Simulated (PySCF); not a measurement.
B3ClH5N.
Numbering: `[BH2:1][B:2]([Cl:3])[BH:4][NH2:5]` (hydrogens: H6, H7 on B1; H8 on B4; H9, H10 on N5)

Method: PBE0-D3(BJ)/def2-SVP geometry optimisation, gas phase in PySCF 2.14.0; density fitting, grid level 1; the optimiser is geomeTRIC in internal coordinates, started from a GFN2-xTB structure with every atom displaced at random (about 0.01 Å).

Step 0: E = -16108.2104 eV
```
atom  x, y, z in Å  |  force x, y, z in eV/Å
B1      1.8731    0.4760    1.0047   -0.897   1.072   0.215
B2      0.3056    0.6137    1.4771    0.643  -0.153  -0.166
Cl3    -0.3156    0.9968    3.0488   -0.242   0.202   0.765
B4     -0.7957    0.3211    0.2681   -0.688   0.531  -0.689
N5     -1.2913    1.2972   -0.5940    1.224   0.505   1.062
H6      2.4261    1.4136    0.5246    0.285   0.491  -0.189
H7      2.4294   -0.5259    0.9383    0.815  -1.514  -0.049
H8     -1.2684   -0.7516    0.1094   -0.161  -0.842   0.028
H9     -1.9837    1.1572   -1.2801   -0.979  -0.361  -0.915
H10    -0.9855    2.2602   -0.5416    0.001   0.070  -0.063
```

Step 1: E = -16108.3522 eV
```
atom  x, y, z in Å  |  force x, y, z in eV/Å
B1      1.8935    0.5033    1.0112    0.169  -0.242  -0.047
B2      0.3103    0.5858    1.4670   -0.376   0.076   0.076
Cl3    -0.2631    0.9627    3.1119    0.127  -0.077  -0.233
B4     -0.8821    0.3246    0.2583    0.330  -0.159   0.261
N5     -1.2886    1.3115   -0.6251   -0.411   0.003  -0.320
H6      2.4661    1.4827    0.5857    0.021   0.042   0.014
H7      2.5022   -0.5523    0.9323   -0.098   0.186   0.045
H8     -1.3703   -0.7833    0.1401   -0.039   0.048   0.025
H9     -2.0254    1.1605   -1.3128    0.223   0.051   0.171
H10    -0.9485    2.2628   -0.6134    0.052   0.071   0.008
```

Step 2: E = -16108.3624 eV
```
atom  x, y, z in Å  |  force x, y, z in eV/Å
B1      1.9014    0.4996    1.0133    0.081  -0.055   0.006
B2      0.3090    0.5863    1.4509   -0.123   0.043  -0.050
Cl3    -0.2387    0.9449    3.0993    0.041  -0.027  -0.059
B4     -0.8795    0.3298    0.2529    0.023  -0.019   0.060
N5     -1.3084    1.3108   -0.6341   -0.041   0.064  -0.021
H6      2.4890    1.4838    0.6159   -0.001   0.009   0.010
H7      2.5087   -0.5492    0.9515   -0.019   0.039   0.016
H8     -1.3807   -0.7726    0.1526   -0.013  -0.008   0.009
H9     -2.0437    1.1626   -1.3153    0.031  -0.041   0.025
H10    -0.9631    2.2623   -0.6317    0.021  -0.003   0.004
```

Step 3: E = -16108.3651 eV
```
atom  x, y, z in Å  |  force x, y, z in eV/Å
B1      1.9077    0.4987    1.0149   -0.007   0.065   0.018
B2      0.3049    0.5877    1.4304    0.073  -0.055  -0.103
Cl3    -0.2118    0.9292    3.0866   -0.024   0.019   0.074
B4     -0.8883    0.3312    0.2478   -0.047   0.073   0.021
N5     -1.3182    1.3155   -0.6372    0.041  -0.034   0.060
H6      2.5027    1.4889    0.6423    0.004  -0.008   0.003
H7      2.5176   -0.5448    0.9696    0.024  -0.037   0.009
H8     -1.4016   -0.7670    0.1583   -0.002   0.000  -0.009
H9     -2.0544    1.1541   -1.3108   -0.048   0.022  -0.068
H10    -0.9646    2.2647   -0.6465   -0.014  -0.044  -0.006
```

Task: Estimate the geometry and energy of step 4. (The exact step hangs on the optimiser's Hessian estimate; all steps are aligned on step 3, rigid shifts and turns removed.)

Result: E = -16108.3668 eV, largest force 0.174 eV/Å
```
atom  x, y, z in Å  |  force x, y, z in eV/Å
B1      1.9165    0.4987    1.0191   -0.026   0.062   0.022
B2      0.3069    0.5853    1.4180    0.103  -0.035  -0.136
Cl3    -0.1884    0.9160    3.0831   -0.039   0.022   0.093
B4     -0.8965    0.3375    0.2452   -0.096   0.029  -0.013
N5     -1.3339    1.3151   -0.6437    0.070  -0.007   0.060
H6      2.5194    1.4911    0.6654   -0.001  -0.008   0.003
H7      2.5292   -0.5434    0.9859    0.025  -0.042   0.005
H8     -1.4150   -0.7589    0.1620    0.006  -0.011   0.005
H9     -2.0708    1.1560   -1.3179   -0.033  -0.009  -0.031
H10    -0.9733    2.2607   -0.6620   -0.008  -0.001  -0.008
```

The energy changes by -0.0017 eV. The first-order estimate −F·Δx gives -0.0024 eV and the mean of the old and new forces, exact on a quadratic surface, -0.0017 eV. The step makes an angle of 80° with the force vector and moves no atom by more than 0.029 Å.

The cost below is that of the whole optimisation. The run took 44 s wall on Arm Neoverse N1, one thread, shared host, and the process peaked at 0.40 GiB of memory.
